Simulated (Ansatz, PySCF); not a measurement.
Gas-phase reaction in SMILES: [SbH2] (SbH2) -> [SbH2-] (an electron is taken up)
Structures are relaxed separately at B3LYP-D3(BJ)/def2-TZVP in Ansatz (an electronic-structure program).
Geometry of the first species:
SMILES: [SbH2]
```xyz
3

Sb    -0.0160    -0.0195     0.0381
H     -0.5332     1.2693    -0.9731
H      1.3506    -0.2759    -0.9706
```
Charge 0, spin multiplicity 2.

Wanted: adiabatic electron affinity (0 K, with B3LYP-D3(BJ) harmonic zero-point energies from PySCF), positive where the reaction releases energy, in eV. Correlated levels leave the core frozen unless marked. UHF or UKS for open shells. No spin-orbit coupling. Frozen are the shells of the preceding noble gas and the d and f shells that filled before the atom's block. In def2 rows, elements after Kr have scalar-relativistic effective core potentials. Anions need diffuse functions: def2-D sets add few; the other sets have none. CBS(X,Y): correlation extrapolated as X^-3; Hartree-Fock from the larger set.

```json
[
 {"level": "PBE/def2-TZVPD", "program": "Ansatz", "adiabatic electron affinity (eV)": "1.22"},
 {"level": "PBE-D3(BJ)/def2-TZVPD", "program": "Ansatz + dftd3", "adiabatic electron affinity (eV)": "1.22"},
 {"level": "BLYP/def2-TZVPD", "program": "Ansatz", "adiabatic electron affinity (eV)": "1.15"},
 {"level": "revPBE-D3(BJ)/def2-TZVPD", "program": "Ansatz + dftd3", "adiabatic electron affinity (eV)": "1.14"},
 {"level": "r2SCAN-D3(BJ)/def2-TZVPD", "program": "Ansatz + dftd3", "adiabatic electron affinity (eV)": "1.18"},
 {"level": "PBE0/def2-TZVPD", "program": "Ansatz", "adiabatic electron affinity (eV)": "1.21"},
 {"level": "BHLYP-D3(BJ)/def2-TZVPD", "program": "Ansatz + dftd3", "adiabatic electron affinity (eV)": "1.13"},
 {"level": "BHLYP-D4/def2-TZVPD", "program": "Ansatz + dftd4", "adiabatic electron affinity (eV)": "1.16"},
 {"level": "BHLYP/def2-TZVPD", "program": "Ansatz", "adiabatic electron affinity (eV)": "1.13"},
 {"level": "TPSSh-D4/def2-TZVPD", "program": "PySCF + dftd4", "adiabatic electron affinity (eV)": "1.24"},
 {"level": "r2SCAN0-D4/def2-TZVPD", "program": "Ansatz + dftd4", "adiabatic electron affinity (eV)": "1.18"},
 {"level": "PW6B95-D3(BJ)/def2-TZVPD", "program": "PySCF + dftd3", "adiabatic electron affinity (eV)": "(withheld)"},
 {"level": "MN15-D3(BJ)/def2-TZVPD", "program": "PySCF + dftd3", "adiabatic electron affinity (eV)": "1.24"},
 {"level": "MN15/def2-TZVPD", "program": "PySCF", "adiabatic electron affinity (eV)": "1.24"},
 {"level": "CAM-B3LYP-D3(BJ)/def2-TZVPD", "program": "Ansatz + dftd3", "adiabatic electron affinity (eV)": "(withheld)"},
 {"level": "B2PLYP-D3(BJ)/def2-TZVPD", "program": "Ansatz + dftd3", "adiabatic electron affinity (eV)": "(withheld)"},
 {"level": "SCS-MP2/def2-TZVPPD", "program": "Ansatz", "adiabatic electron affinity (eV)": "1.11"},
 {"level": "CCSDT/def2-SVP", "program": "Ansatz", "adiabatic electron affinity (eV)": "0.56"},
 {"level": "CCSD(T)/CBS(def2-TZVPPD,def2-QZVPPD)", "program": "Ansatz", "adiabatic electron affinity (eV)": "(withheld)"}
]
```

Question: Complete the blanks.

Answer: 
- PW6B95-D3(BJ)/def2-TZVPD, adiabatic electron affinity (eV): 1.23
- CAM-B3LYP-D3(BJ)/def2-TZVPD, adiabatic electron affinity (eV): 1.27
- B2PLYP-D3(BJ)/def2-TZVPD, adiabatic electron affinity (eV): 1.19
- CCSD(T)/CBS(def2-TZVPPD,def2-QZVPPD), adiabatic electron affinity (eV): 1.34
